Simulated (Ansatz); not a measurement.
Computed with Ansatz on PBE0-D4/def2-TZVP structures; ΔE is electronic, products minus reactants. CCSD(T)/CBS is the MP2 limit (def2-TZVPP, def2-QZVPP) plus CCSD(T) − MP2 in def2-TZVPP, frozen cores. This one scheme is used for every species. Functionals use def2-TZVPP. For Ga outer-core shells are correlated without core-valence functions, which leaves a few kJ/mol of doubt a bond. Scalar relativity is left out up to krypton. Each species was taken in one conformer, which may not be the lowest.

`C[NH][Ga]([NH2])[F]` + H–F → `[NH2][Ga]([F])[F]` + CH₃NH₂  (ligand exchange at a Ga–N bond)

```json
{"species": "`C[NH][Ga]([NH2])[F]`", "B2PLYP energy (Eh)": "-2175.57018"}
{"species": "H–F", "B2PLYP energy (Eh)": "-100.43758"}
{"species": "`[NH2][Ga]([F])[F]`", "B2PLYP energy (Eh)": "-2180.21717"}
{"species": "CH₃NH₂", "B2PLYP energy (Eh)": "-95.81051"}
```

Task: Work out ΔE.

Result: ΔE = (-2180.21717) + (-95.81051) − (-2175.57018) − (-100.43758) = -0.01992 Eh = -52.3 kJ/mol. CCSD(T)/CBS gives -36.1 kJ/mol.

Task: What do rigid-rotor, harmonic-oscillator terms from PBE0-D4/def2-TZVP frequencies (298.15 K, 1 bar) make of the CCSD(T)/CBS value? (Best estimate.)

Result: The calculation gave: ΔZPE = +7.7 kJ/mol, ΔH = -32.2 kJ/mol, ΔS = 12 J/(mol·K), ΔG = -35.9 kJ/mol.

Largest T1 diagnostic among the species: 0.014.

In def2-TZVPP, CCSD(T) changes the Hartree–Fock value by +21.6 kJ/mol (the triples alone add +2.1 kJ/mol) and MP2 by +24.5 kJ/mol. Leaving LDA and LC-ωPBE aside and taking each functional with its dispersion term where it has one, the values, not all of them listed here, spread over 15.5 kJ/mol, from B97M-V to PBE0-D4. LDA lies +14.8 kJ/mol from PBE without D4.
